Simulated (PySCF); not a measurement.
BGe2H6, GeH5NOSi, CH5BClGe, BGeH3NO and others (calculated)

All values are calculated (PySCF 2.14.0). Calculation on a computer-drawn molecule: optimised geometry and harmonic frequencies of an isolated molecule of the commonest isotopes, restricted reference for singlets and unrestricted otherwise, frozen core in MP2; on germanium a core potential holds 10 electrons, which the energies leave out, and 3d is frozen in MP2 and coupled-cluster steps.

Common to all runs: multiplicity 1.

(1) BGe2H6

Start structure:
```xyz
9
BGe2H6
Ge     2.2603     2.1803    -1.4793
B      2.5088     0.4395    -0.6833
Ge     0.7896    -0.7580    -0.8028
H      2.2903     2.5511    -3.0239
H      1.6210     3.4034    -0.8205
H      3.5036    -0.0415    -0.3136
H      0.4500    -1.1080     0.6420
H     -0.3159     0.0319    -1.3970
H      1.1004    -2.0050    -1.5266
```

Here we set charge 1, method HF, basis cc-pVDZ and basis and core potential on germanium cc-pVDZ-PP ECP10MDF.

Results for BGe2H6: rotational constants 20.31, 0.9521, 0.9311 GHz; total energy -614.6125 hartree; convergence status largest gradient component 1.301e-05 hartree/bohr.

Drawn bonds:
```csv
atom,other atom,order
1,2,1
2,3,1
1,4,1
1,5,1
2,6,1
3,7,1
3,8,1
3,9,1
```

Optimised structure:
```xyz
9
BGe2H6
Ge     2.2638     2.3320    -1.5647
B      2.3732     0.4312    -0.7770
Ge     0.7041    -0.8788    -0.7440
H      2.4963     2.6414    -3.0335
H      1.8319     3.5453    -0.7593
H      3.4369     0.1147    -0.3398
H      0.4746    -1.1913     0.7285
H     -0.5127    -0.2034    -1.3690
H      1.1401    -2.0974    -1.5461
```

Modes:
```csv
frequency (cm⁻¹),reduced mass (dalton)
52.18,1.145
85.3,7.431
217.1,1.073
378,2.849
386.9,1.042
475.7,1.038
499.1,1.183
632.5,3.302
698.2,1.341
744.2,1.527
877.2,1.081
898.7,1.094
949.5,1.021
960.9,1.023
976.7,1.106
2257,1.022
2270,1.013
2271,1.024
2296,1.016
2314,1.026
2778,1.091
```

(2) GeH5NOSi

Start structure:
```xyz
9
GeH5NOSi
N     -0.2794     0.1139    -0.4930
Si     0.6492     0.4435     0.9763
O      1.0357    -1.0423     1.5471
Ge    -0.0505     0.0376     3.1813
H     -1.1509    -0.3274    -0.3740
H     -0.3757     0.9079    -1.2086
H      1.8898     1.0699     0.3797
H      1.2246    -1.8080     0.8957
H     -1.5312    -0.3473     2.5884
```

Settings of this run: charge 0, method HF, basis cc-pV(D+d)Z and basis and core potential on germanium cc-pVDZ-PP ECP10MDF.

It finds rotational constants 5.98, 1.789, 1.487 GHz; total energy -714.5831 hartree; convergence status largest gradient component 3.843e-05 hartree/bohr.

Drawn bonds:
```csv
atom,other atom,order
1,2,1
2,3,1
2,4,1
1,5,1
1,6,1
2,7,1
3,8,1
4,9,1
```

Optimised structure:
```xyz
9
GeH5NOSi
N     -0.4723     0.3855    -0.2909
Si     0.6448     0.1263     0.9878
O      1.2107    -1.4271     1.1864
Ge    -0.3970     0.5896     3.1645
H     -1.3665    -0.0685    -0.2825
H     -0.1565     0.5315    -1.2321
H      1.7976     0.9934     0.6352
H      1.8061    -1.7850     0.5439
H     -1.6553    -0.2979     2.7806
```

Modes:
```csv
frequency (cm⁻¹),reduced mass (dalton)
87.93,5.849
174.4,3.603
204.4,1.105
217.5,1.144
293.1,1.866
345.8,2.088
383.3,1.701
461.5,1.684
601.9,1.095
774.5,1.248
816.1,1.522
840.8,1.886
906.2,5.148
975.9,1.306
1004,1.24
1691,1.116
1988,1.021
2273,1.04
3764,1.051
3859,1.096
4152,1.067
```

(3) CH5BClGe

Start structure:
```xyz
9
CH5BClGe
B      0.5005     1.3247     0.0099
C      1.0775     1.2588     1.1809
Ge     2.2217    -0.6567     1.4254
Cl     3.7444    -0.7257     0.0439
H     -0.0646     1.3399    -1.0424
H      0.4918     1.2231     2.1080
H      1.9594     1.9275     1.3984
H      1.0692    -1.7157     1.2151
H      2.6381    -0.5173     2.8332
```

Settings of this run: charge 1, method HF, basis cc-pV(D+d)Z and basis and core potential on germanium cc-pVDZ-PP ECP10MDF.

It finds rotational constants 4.294, 3.261, 1.954 GHz; total energy -818.0896 hartree; convergence status largest gradient component 2.943e-05 hartree/bohr.

Drawn bonds:
```csv
atom,other atom,order
1,2,1
2,3,1
3,4,1
1,5,1
2,6,1
2,7,1
3,8,1
3,9,1
```

Optimised structure:
```xyz
9
CH5BClGe
B      0.7759     1.3275    -0.0823
C      1.0331     1.1178     1.3412
Ge     2.1158    -0.6146     1.5492
Cl     3.1033    -0.6953    -0.3734
H      0.5544     1.4758    -1.2251
H      0.1066     1.0746     1.9252
H      1.6778     1.9260     1.7138
H      1.1502    -1.7699     1.6731
H      3.1209    -0.3833     2.6507
```

Modes:
```csv
frequency (cm⁻¹),reduced mass (dalton)
48.18,2.63
92.17,3.813
255.6,3.504
436,22.03
474.4,2.421
488.6,1.38
555.6,1.154
655.4,1.035
768,1.113
834.7,1.265
848.3,1.229
925.5,1.03
1011,1.297
1053,1.248
1223,2.822
1462,1.286
2333,1.015
2349,1.027
2974,1.116
3161,1.06
3237,1.101
```

(4) BGeH3NO

Start structure:
```xyz
7
BGeH3NO
N      0.4284    -1.8725     1.5405
Ge     0.6645    -1.6035    -0.1486
B     -0.6506    -1.0745    -1.9043
O     -1.8755    -0.9089    -1.7356
H     -0.5505    -1.7566     1.7641
H      2.2123    -1.8013    -0.4216
H      0.0633    -1.0081    -2.9007
```

Here we set charge -1, method MP2, basis aug-cc-pVDZ and basis and core potential on germanium aug-cc-pVDZ-PP ECP10MDF.

The calculation gives: rotational constants 12.93, 2.612, 2.173 GHz; total energy -449.7398 hartree; convergence status largest gradient component 2.234e-05 hartree/bohr.

Drawn bonds:
```csv
atom,other atom,order
1,2,2
2,3,1
3,4,1
1,5,1
2,6,1
3,7,1
```

Optimised structure:
```xyz
7
BGeH3NO
N      0.4383    -1.8802     1.5747
Ge     0.6775    -1.6000    -0.1791
B     -0.6382    -1.0769    -1.9017
O     -1.8996    -0.9096    -1.7114
H     -0.5791    -1.7471     1.7376
H      2.2398    -1.8090    -0.4043
H      0.0532    -1.0024    -2.9219
```

Modes:
```csv
frequency (cm⁻¹),reduced mass (dalton)
74.34,6.071
87.2,2.406
229.3,1.245
250.1,11.66
424.5,4.181
709.1,1.206
742.9,1.592
758.5,6.772
779.5,1.07
952.1,1.103
1004,1.143
1475,8.032
1899,1.026
2376,1.108
3363,1.073
```

(5) GeH3OSi

Start structure:
```xyz
6
GeH3OSi
O      1.1452    -1.4465    -1.4091
Ge     0.6391    -0.5717    -0.0997
Si     0.2342    -1.0561     2.2149
H      0.0928     0.8498    -0.5383
H      0.7825     0.2871     2.6803
H      1.4531    -1.9201     2.4788
```

Here we set charge -1, method MP2, basis aug-cc-pV(D+d)Z and basis and core potential on germanium aug-cc-pVDZ-PP ECP10MDF.

The calculation gives: rotational constants 23.43, 2.788, 2.539 GHz; total energy -659.3397 hartree; convergence status largest gradient component 9.268e-06 hartree/bohr.

Drawn bonds:
```csv
atom,other atom,order
1,2,2
2,3,1
2,4,1
3,5,1
3,6,1
```

Optimised structure:
```xyz
6
GeH3OSi
O      1.1549    -1.4704    -1.4392
Ge     0.6585    -0.5595    -0.0730
Si     0.2214    -1.0583     2.2145
H      0.0746     0.8592    -0.5151
H      0.7902     0.2884     2.6569
H      1.4473    -1.9170     2.4828
```

Modes:
```csv
frequency (cm⁻¹),reduced mass (dalton)
148.6,7.007
182.4,1.398
323.7,5.761
346.6,1.172
547.7,1.147
569.5,1.107
773.2,1.088
849.7,11.54
947,1.053
1865,1.021
2040,1.039
2072,1.041
```
